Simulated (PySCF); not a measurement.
Mn(OH) (HMnO), SMILES [Mn][OH] (connectivity only; charge and spin as stated), neutral, multiplicity 7. Atoms are numbered in the order given.

```xyz
3

Mn     0.0000     0.0000     0.5116
O      0.0000     0.0000    -1.3150
H      0.0000     0.0000    -2.2698
```
Charge 0, spin multiplicity 7.

Coordinates come from a B3LYP-D3(BJ)/def2-TZVP optimisation. The geometry has at least one imaginary mode, so it is a saddle point at that level. The multiplicity is an assumed one; other spin states were not compared.

Method: r2SCAN/def2-TZVPD (PySCF).

Mulliken values depend strongly on the basis, most of all with diffuse functions as here. ESP charges are fitted to the potential on shells at 1.4 to 2.0 van der Waals radii. Atomic charges (e):

```
atom  meta-Löwdin  Mulliken  ESP fit  Mulliken spin
----  -----------  --------  -------  -------------
Mn1          0.74      0.57     0.21           6.00
O2          -1.07     -0.77    -0.50          -0.05
H3           0.33      0.20     0.29           0.05
```
